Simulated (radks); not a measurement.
Pd, 46 electrons, occupied as [Kr] 4d10. Method: Dirac Kohn-Sham, PBE, spin-unpolarised, spherical densities, finite nucleus; Fermi nuclear charge, rms radius 4.5318 fm; computed with a radial shooting solver on a logarithmic mesh with Libxc functionals.

Unscreened Slater integrals over Kohn-Sham orbitals (hartree). Large and small components are both included.

integral           value
F0(4d5/2,4d5/2)  0.57839
F2(4d5/2,4d5/2)  0.27479
F4(4d5/2,4d5/2)  0.17579
F0(4d5/2,4d3/2)  0.58454
F2(4d5/2,4d3/2)  0.27815
G2(4d5/2,4d3/2)  0.27802
G4(4d5/2,4d3/2)  0.17801
F0(4d5/2,4p3/2)  0.68394
F2(4d5/2,4p3/2)  0.32118
G1(4d5/2,4p3/2)  0.39815
G3(4d5/2,4p3/2)  0.24077
F0(4d5/2,4p1/2)  0.69090
G3(4d5/2,4p1/2)  0.23760
F0(4d3/2,4d3/2)  0.59084
F2(4d3/2,4d3/2)  0.28169
F0(4d3/2,4p3/2)  0.69317
F2(4d3/2,4p3/2)  0.32797
G1(4d3/2,4p3/2)  0.40829
G3(4d3/2,4p3/2)  0.24707
F0(4d3/2,4p1/2)  0.70040
G1(4d3/2,4p1/2)  0.40375
F0(4p3/2,4p3/2)  0.85398
F2(4p3/2,4p3/2)  0.44621
F0(4p3/2,4p1/2)  0.86698
G2(4p3/2,4p1/2)  0.45185
F0(4p1/2,4p1/2)  0.88074
